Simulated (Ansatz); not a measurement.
Geometry optimisation, RKS LDA/def2-SVP in Ansatz 0.2.0.

Input:

```yaml
crystal:
  periodic: [false, false, false]
  atoms:
    - { symbol: Si, position_ang: [-0.791461, 0.424597, -0.738151] }
    - { symbol: C, position_ang: [1.282207, -0.754951, 1.362541] }
    - { symbol: O, position_ang: [-1.856844, 1.077556, -1.797115] }
    - { symbol: O, position_ang: [-0.454131, -1.068418, -1.315845] }
    - { symbol: O, position_ang: [0.547343, 1.340645, -0.542737] }
    - { symbol: H, position_ang: [0.385658, -0.213466, 1.670385] }
    - { symbol: F, position_ang: [-1.516133, 0.339552, 0.744245] }
    - { symbol: H, position_ang: [1.068534, -1.292901, 0.413642] }
    - { symbol: H, position_ang: [2.153029, -0.074165, 1.208483] }
    - { symbol: H, position_ang: [1.551563, -1.486669, 2.156861] }
    - { symbol: H, position_ang: [-2.231787, 1.951255, -1.572199] }
    - { symbol: H, position_ang: [-1.137596, -1.413649, -1.919226] }
    - { symbol: H, position_ang: [0.999718, 1.170714, 0.329116] }
basis:
  gaussian: { orbitals: def2-SVP }
hamiltonian:
  xc: lda
relax:
  f_tol: 0.03
  max_steps: 50
output:
  orbitals: {}
```

Run as:

```bash
$ ansatz run input.yaml --threads 4 --pin off --max-ram 5120MiB --backend cpu --events-out ev --progress --plain --runs-dir out
```

Where does it end, and by what steps?

The run converged. After 11 steps the energy has fallen by 0.075 eV; H12 moved furthest, 0.30 Å.

| step | energy less start (eV) | largest force component (eV/Å) | accepted |
| --- | --- | --- | --- |
| 0 | 0.0000 | 0.800 | yes |
| 1 | -0.0364 | 0.507 | yes |
| 2 | -0.0527 | 0.255 | yes |
| 3 | -0.0600 | 0.087 | yes |
| 4 | -0.0557 | 0.587 | no |
| 5 | -0.0695 | 0.116 | yes |
| 6 | -0.0707 | 0.058 | yes |
| 7 | -0.0721 | 0.075 | yes |
| 8 | -0.0723 | 0.109 | yes |
| 9 | -0.0730 | 0.032 | yes |
| 10 | -0.0735 | 0.128 | yes |
| 11 | -0.0754 | 0.024 | yes |

```xyz
13
Properties=species:S:1:pos:R:3
Si -0.892 0.468 -0.803
C 1.356 -0.760 1.410
O -1.887 1.235 -1.845
O -0.470 -0.990 -1.413
O 0.438 1.359 -0.498
H 0.396 -0.316 1.743
F -1.679 0.236 0.597
H 1.212 -1.242 0.421
H 2.154 0.012 1.356
H 1.677 -1.520 2.150
H -2.150 2.143 -1.616
H -1.180 -1.596 -1.686
H 1.025 0.971 0.184
```

The run took 21 s on 4 threads of Arm Neoverse N1, on a shared host, peak memory 0.17 GiB.
